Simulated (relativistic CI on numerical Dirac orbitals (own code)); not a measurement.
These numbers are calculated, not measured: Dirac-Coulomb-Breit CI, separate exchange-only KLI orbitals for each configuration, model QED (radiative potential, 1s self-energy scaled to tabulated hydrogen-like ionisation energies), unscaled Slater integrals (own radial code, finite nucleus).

The strongest absorption lines from the ground level of an ion, among the configurations computed and to levels below about 258 eV (vacuum wavelength in nm, gf): 8.0686 (1.1), 8.1309 (0.99), 10.945 (9.4), 10.952 (6.1), 11.010 (3.1), 14.420 (3.8), 14.578 (2.1), 14.697 (0.9).

Question: Which ion is it?
A. Bi¹⁹⁺
B. Au¹³⁺
C. Fr²¹⁺
D. Bi¹⁷⁺

Answer: D. Bi¹⁷⁺ has 66 electrons and the ground level 4f¹⁴5s²5p⁴ ³P2; the strongest line goes to 4f¹⁴5s²5p³5d ³D°3. The pattern of lines fixes the number of electrons, and along that sequence the line energies rise steadily with the charge (about as its square where n changes within one kind of shell, about linearly where n is kept but much faster in heavy ions where fine structure, which grows about as Z⁴, sets the gap, and irregularly where shells cross), which fixes Z. Configurations outside the model, such as inner-shell arrays, can give stronger lines. At this charge energies of transitions that change n are usually good to better than 1 %, and those within a shell (Δn = 0) to a few per cent.

LS names give the leading component of a level, which can be under half, so a name can repeat, a term be missing and a line seem to break the LS rules.
